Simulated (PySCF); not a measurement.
# How the method changes the shape and vibrations of AlH4O2 anion

Calculated results; nothing here was measured. The program is PySCF 2.14.0, an open-source quantum chemistry code, run on an isolated molecule that a program drew, which may never have been made. The molecule is AlH4O2 anion (charge -1, singlet), drawn as the SMILES string `[OH][AlH2-][OH]`.

The geometry was optimised and harmonic frequencies were computed with HF and MP2, all in the aug-cc-pV(D+d)Z basis, for the commonest isotopes, with a restricted reference for singlets and an unrestricted one otherwise, and a frozen core in MP2. Each result is a local minimum of its method.

Geometry at the HF minimum:
```xyz
7
AlH4O2 anion, angstrom
O     2.1815   -1.5772    0.7467
Al    1.1015   -0.2441    0.2765
O     0.5395   -0.4637   -1.3970
H     1.7995   -2.4365    0.7317
H     1.9843    1.1308    0.4221
H    -0.2464   -0.2249    1.2112
H     1.2114   -0.4732   -2.0550
```

Lengths of the bonds as drawn, in Å (atoms numbered as above):
| bond | HF | MP2 |
|---|---|---|
| O1-Al2 | 1.779 | 1.815 |
| Al2-O3 | 1.779 | 1.815 |
| O1-H4 | 0.940 | 0.965 |
| Al2-H5 | 1.640 | 1.634 |
| Al2-H6 | 1.640 | 1.634 |
| O3-H7 | 0.940 | 0.965 |

Rotational constants, in GHz:
| constant | HF | MP2 |
|---|---|---|
| A | 19.19 | 19.02 |
| B | 6.479 | 6.173 |
| C | 5.332 | 5.127 |

Harmonic frequencies in cm^-1, each column in rising order, so a row needn't be the same motion in every method:
| rank | HF | MP2 |
|---|---|---|
| 1 | 150 | 138 |
| 2 | 156 | 182 |
| 3 | 327 | ? |
| 4 | 520 | 484 |
| 5 | 622 | 590 |
| 6 | 664 | 610 |
| 7 | 700 | 649 |
| 8 | 750 | 726 |
| 9 | 793 | 762 |
| 10 | 815 | 780 |
| 11 | 841 | 802 |
| 12 | 1670 | 1697 |
| 13 | 1748 | 1751 |
| 14 | 4207 | 3876 |
| 15 | 4208 | 3876 |

**Estimate the missing MP2 frequency from the HF column.**

A single factor s that minimises the squared misfit of MP2 against s times HF over the other rows is sum(HF x MP2) / sum(HF^2) = 0.9351, with an rms misfit of 55 cm^-1. For rank 3 it gives 0.9351 x 327 = 306 cm^-1. The calculation gives 299 cm^-1, 7 cm^-1 below the estimate. The drawn bonds are on average 1.4 % longer in MP2 than in HF.
